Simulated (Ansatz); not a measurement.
Cost and result for the atomization energy of C₂H₄BClO (`ClB1CCO1`) (9 atoms, 9 bonds).

```xyz
9

Cl   -0.530    2.645   -0.915
B    -0.306    1.050   -0.250
C     0.567   -0.223   -0.545
C    -0.222   -0.706    0.677
O    -0.964    0.546    0.828
H     0.368   -0.759   -1.472
H     1.643   -0.133   -0.401
H    -0.920   -1.525    0.500
H     0.363   -0.895    1.578
```

Charge 0, multiplicity 1. The structure was optimised at the PBE0-D4/def2-TZVP level. Program: Ansatz. All runs use 2 threads of an Arm Neoverse V1 on a shared host. Times are those of one run each, without the atoms' runs, and a repeat can differ threefold. Electronic energies, without spin–orbit coupling; frozen cores. CCSD(T)/CBS adds CCSD(T) − MP2 in def2-TZVPP to the MP2 limit, and its time is that of the two runs behind it. T1 = 0.013.

CCSD(T)/CBS is a level of theory with its own doubt, some kJ/mol a heavy atom from the limit and from the frozen cores, so smaller differences don't rank the functionals.

```csv
level,functions,wall time,atomization (kcal/mol),difference from CCSD(T)/CBS,per bond
PBE-D4/def2-TZVPP (with forces),222,3.5 s,921.4,30.8,3.4
BHLYP-D4/def2-TZVPP,222,4.3 s,863.2,-27.4,-3.0
CAM-B3LYP-D4/def2-TZVPP,222,4.6 s,896.3,5.7,0.6
CCSD(T)/def2-SVP,94,5.5 s,855.7,-34.9,-3.9
r2SCAN-D4/def2-TZVPP (with forces),222,7 s,901.2,10.6,1.2
B2PLYP/def2-TZVPP,222,7 s,884.8,-5.8,-0.6
r2SCANh-D4/def2-TZVPP,222,7.5 s,895.0,4.4,0.5
PBE-QIDH/def2-TZVPP,222,7.5 s,896.0,5.4,0.6
B97M-V/def2-TZVPP,222,14 s,899.7,9.1,1.0
ωB97M-V/def2-TZVPP (with forces),222,16 s,898.9,8.3,0.9
MP2/def2-QZVPP,418,27 s,907.5,16.9,1.9
CCSD(T)/def2-TZVPP,222,2.3 min,869.6,-21.0,-2.3
CCSD(T)/CBS(def2),–,2.7 min,890.6,0.0,0.0
```

From BLYP to BHLYP (50 % exact exchange), in def2-TZVPP and without D4, the atomization energy moves by −22.7 kcal/mol: exact exchange takes away binding that semilocal exchange gives to molecules. In def2-TZVPP, CCSD(T) changes the Hartree–Fock value by +209.6 kcal/mol (the triples alone add +15.2 kcal/mol) and MP2 by +235.2 kcal/mol; breaking electron pairs costs correlation energy, which Hartree–Fock lacks. Leaving LDA and LC-ωPBE aside and taking each functional with its dispersion term where it has one, the values spread over 58.2 kcal/mol, from BHLYP-D4 to PBE-D4. LDA lies +117.6 kcal/mol from PBE without D4, its usual overbinding.
